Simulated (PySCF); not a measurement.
Ge(H)2(Br)(Me) (CH₅BrGe), SMILES [CH3][GeH2][Br].

Geometry: PBE-D3(BJ)/def2-SVP.

All values below come from PBE-D3(BJ)/def2-SVP in PySCF.

Frequencies are harmonic and unscaled.

```json
[
 {"mode": "1", "ν (cm⁻¹)": "126", "IR (km/mol)": "0.0", "moving atoms (share of kinetic energy)": "H 98 %"},
 {"mode": "2", "ν (cm⁻¹)": "141", "IR (km/mol)": "0.7", "moving atoms (share of kinetic energy)": "C 45 %, H 26 %, Ge 16 %, Br 14 %"},
 {"mode": "3", "ν (cm⁻¹)": "291", "IR (km/mol)": "24.6", "moving atoms (share of kinetic energy)": "Ge 50 %, Br 48 %"},
 {"mode": "4", "ν (cm⁻¹)": "428", "IR (km/mol)": "8.9", "moving atoms (share of kinetic energy)": "H 94 %"},
 {"mode": "5", "ν (cm⁻¹)": "591", "IR (km/mol)": "1.2", "moving atoms (share of kinetic energy)": "H 98 %"},
 {"mode": "6", "ν (cm⁻¹)": "591", "IR (km/mol)": "20.1", "moving atoms (share of kinetic energy)": "C 64 %, H 19 %, Ge 17 %"},
 {"mode": "7", "ν (cm⁻¹)": "673", "IR (km/mol)": "50.5", "moving atoms (share of kinetic energy)": "H 93 %"},
 {"mode": "8", "ν (cm⁻¹)": "815", "IR (km/mol)": "143.8", "moving atoms (share of kinetic energy)": "H 84 %, C 14 %"},
 {"mode": "9", "ν (cm⁻¹)": "832", "IR (km/mol)": "32.5", "moving atoms (share of kinetic energy)": "H 80 %, C 18 %"},
 {"mode": "10", "ν (cm⁻¹)": "842", "IR (km/mol)": "59.3", "moving atoms (share of kinetic energy)": "H 98 %"},
 {"mode": "11", "ν (cm⁻¹)": "1204", "IR (km/mol)": "4.5", "moving atoms (share of kinetic energy)": "H 81 %, C 19 %"},
 {"mode": "12", "ν (cm⁻¹)": "1377", "IR (km/mol)": "4.8", "moving atoms (share of kinetic energy)": "H 96 %"},
 {"mode": "13", "ν (cm⁻¹)": "1385", "IR (km/mol)": "2.7", "moving atoms (share of kinetic energy)": "H 96 %"},
 {"mode": "14", "ν (cm⁻¹)": "2078", "IR (km/mol)": "87.9", "moving atoms (share of kinetic energy)": "H 99 %"},
 {"mode": "15", "ν (cm⁻¹)": "2090", "IR (km/mol)": "116.4", "moving atoms (share of kinetic energy)": "H 98 %"},
 {"mode": "16", "ν (cm⁻¹)": "2988", "IR (km/mol)": "1.7", "moving atoms (share of kinetic energy)": "H 97 %"},
 {"mode": "17", "ν (cm⁻¹)": "3095", "IR (km/mol)": "0.8", "moving atoms (share of kinetic energy)": "H 91 %, C 9 %"},
 {"mode": "18", "ν (cm⁻¹)": "3109", "IR (km/mol)": "0.4", "moving atoms (share of kinetic energy)": "H 90 %, C 10 %"}
]
```
